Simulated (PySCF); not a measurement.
V(OH)F3 (doublet state).
Structure used (PBE0-D3(BJ)/def2-SVP), in Å, numbered top down from 1:
```xyz
6
F3HOV angstrom
V      0.0387    0.0398   -0.4386
O      0.2475    0.5289    1.2123
H     -0.0887   -0.0256    1.9321
F      1.5978   -0.2644   -1.0665
F     -0.9979    1.1822   -1.1723
F     -0.7974   -1.4609   -0.4670
```

Level of theory: PBE0-D3(BJ)/def2-SVP geometry optimisation, gas phase in PySCF.

Task: Which atoms are bound to V1, and at what distances?

Result: 4 atoms: F4 1.708 Å, F5 1.708 Å, F6 1.718 Å, O2 1.734 Å. The nearest atom not counted as bound is H3, at 2.37 Å.

Task: List the angles at V1.

Result: 
| angle | degrees | distance of the outer atoms (Å) |
| --- | --- | --- |
| F4–V1–F5 | 121.0 | 2.97 |
| O2–V1–F6 | 108.7 | 2.81 |
| O2–V1–F5 | 107.1 | 2.77 |
| O2–V1–F4 | 106.9 | 2.77 |
| F4–V1–F6 | 106.4 | 2.74 |
| F5–V1–F6 | 106.4 | 2.74 |

Task: What is the shape at V1?

Result: Distorted tetrahedral: angles from 106.4° to 121.0°; τ4 = (360° − α − β)/141° = 0.92 with α and β the two widest (0 for a square, 1 for a tetrahedron).

Task: What are the other bond lengths?

Result: O2–H3 0.969 Å.

Task: What are the rotational constants (commonest isotopes, rigid rotor)?

Result: A = 3703, B = 3372, C = 3269 MHz: an asymmetric top.

Point group: Cs (every atom within 0.08 Å of its image). Charge 0, doublet. ⟨S²⟩ = 0.755 (exact for a doublet: 0.75). PBE0-D3(BJ)/def2-SVP frequencies: not computed here.

Neither the SCF state along the optimisation nor the shape of the open-shell metal species was proved the lowest: other solutions of the same spin, or a structure of lower symmetry, can lie below.
